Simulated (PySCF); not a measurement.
# Two-component Hartree-Fock for Nb³⁺ (niobium, charge +3)

Start: [Kr] 4d1 5p1; 4d5/2 filled at m_j = +5/2; 5p3/2 filled at m_j = +3/2. Calculated with PySCF 2.14 in x2c-TZVPall-2c with one added diffuse shell each of s, p, d type (9s10p8d1f, 86 functions): generalised Hartree-Fock with the X2C-1e Hamiltonian and a Gaussian nucleus; one run each with spin-orbit coupling (SO) switched off, then screened by Boettger's factors. This is a chosen level, not necessarily the ground level.

```csv
spinor shell,electrons,"ε, spin-free (eV)","ε, screened SO (eV)",weight of nominal j (screened SO),"rms radius, screened SO (bohr)"
1s1/2,2,-19125.4,-19124.5,1.000,0.0415
2s1/2,2,-2782.1,-2781.9,1.000,0.171
2p1/2,2,-2481.9,-2548.0,1.000,0.149
2p3/2,4,-2481.9,-2450.9,1.000,0.154
3s1/2,2,-527.84,-527.84,1.000,0.471
3p1/2,2,-426.96,-438.14,1.000,0.471
3p3/2,4,-426.96,-421.77,1.000,0.481
3d3/2,4,-261.85,-263.57,0.997,0.471
4s1/2,2,-109.03,-109.07,1.000,1.22
4p3/2,4,-78.656,-78.099,0.957,1.35
4p1/2,2,-78.656,-80.007,0.914,1.33
4d5/2,1,-41.333,-41.258,1.000,1.80
5p3/2,1,-24.523,-24.417,1.000,3.49
```

Problem. Where does 3d5/2 lie, and what is the 3d spin-orbit splitting (screened SO)?

Solution. At -260.75 eV, 2.814 eV above 3d3/2.

```csv
quantity,spin-free,screened SO
E (hartree),-3814.98128,-3815.38098
M_J,4,4
⟨J²⟩,20.005,20.005
⟨L²⟩,12.005,12.012
⟨S²⟩,2.001,2.008
```

Each row is a mean over spinors that exchange with the open shell spreads, by up to 4.731 eV (4p3/2).

Breit and QED terms are absent; they matter most for the inner s and p1/2 levels.

Densities and radii are taken from the X2C orbitals without a picture-change correction, which distorts them close to the nucleus.

Without spin-orbit coupling the j labels of p, d and f shells carry no meaning; the spin-free column gives the mean over the occupied spinors of each nl shell.
